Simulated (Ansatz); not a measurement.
Cost and result for the atomization energy of C$_{2}$H$_{6}$SSi (`C1CS[SiH2]1`) (10 atoms, 10 bonds).

Cartesian coordinates in Å:
```
C -0.178 0.592 -0.581
C -1.124 0.055 0.513
S 0.020 -0.846 1.660
Si 1.248 -0.514 -0.055
H -0.568 0.489 -1.593
H 0.062 1.643 -0.410
H -1.658 0.832 1.060
H -1.851 -0.653 0.114
H 2.571 0.118 0.195
H 1.478 -1.716 -0.904
```

Charge 0, multiplicity 1. All single points use the PBE0-D4/def2-TZVP geometry. Program: Ansatz. All runs use 2 threads of an Arm Neoverse V1 on a shared host. Times are those of one run each, without the atoms' runs, and a repeat can differ threefold. Electronic energies, without spin–orbit coupling; frozen cores. CCSD(T)/CBS adds CCSD(T) − MP2 in def2-TZVPP to the MP2 limit, and its time is that of the two runs behind it. T1 = 0.011.

CCSD(T)/CBS is a level of theory with its own doubt, some kJ/mol a heavy atom from the limit and from the frozen cores, so smaller differences don't rank the functionals.

| level | functions | wall time | atomization (kJ/mol) | difference from CCSD(T)/CBS | per bond |
| --- | --- | --- | --- | --- | --- |
| BLYP-D4/def2-TZVPP | 230 | 3.3 s | 3561.3 | -38.5 | -3.8 |
| CCSD(T)/def2-SVP | 94 | 4 s | 3384.5 | -215.3 | -21.5 |
| PBE-D4/def2-TZVPP (with forces) | 230 | 4 s | 3651.4 | 51.6 | 5.2 |
| BHLYP-D4/def2-TZVPP | 230 | 4.9 s | 3515.3 | -84.5 | -8.4 |
| PBE0-D4/def2-TZVPP | 230 | 5 s | 3616.5 | 16.7 | 1.7 |
| r2SCAN-D4/def2-TZVPP (with forces) | 230 | 8.5 s | 3610.3 | 10.5 | 1.1 |
| B2PLYP/def2-TZVPP | 230 | 8.5 s | 3548.5 | -51.3 | -5.1 |
| PBE-QIDH/def2-TZVPP | 230 | 8.5 s | 3594.0 | -5.8 | -0.6 |
| r2SCANh-D4/def2-TZVPP | 230 | 9 s | 3596.4 | -3.4 | -0.3 |
| B97M-V/def2-TZVPP | 230 | 17 s | 3622.4 | 22.6 | 2.3 |
| MP2/def2-QZVPP | 434 | 33 s | 3599.0 | -0.8 | -0.1 |
| CCSD(T)/def2-TZVPP | 230 | 2 min | 3505.5 | -94.3 | -9.4 |
| CCSD(T)/CBS(def2) | – | 2.6 min | 3599.8 | 0.0 | 0.0 |

Leaving LDA and LC-ωPBE aside and taking each functional with its dispersion term where it has one, the values spread over 136.1 kJ/mol, from BHLYP-D4 to PBE-D4. LDA lies +452.1 kJ/mol from PBE without D4, its usual overbinding. The D4 term adds +37.9 kJ/mol with B3LYP and +19.5 kJ/mol with PBE0; it sums over pairs of atoms, weighted by their polarisabilities, and B3LYP, whose exchange is more repulsive, gets the larger term. In def2-TZVPP, CCSD(T) changes the Hartree–Fock value by +837.5 kJ/mol (the triples alone add +50.9 kJ/mol) and MP2 by +875.5 kJ/mol; breaking electron pairs costs correlation energy, which Hartree–Fock lacks.

B3LYP here is the variant with VWN-RPA as its local correlation; programs differ in this.
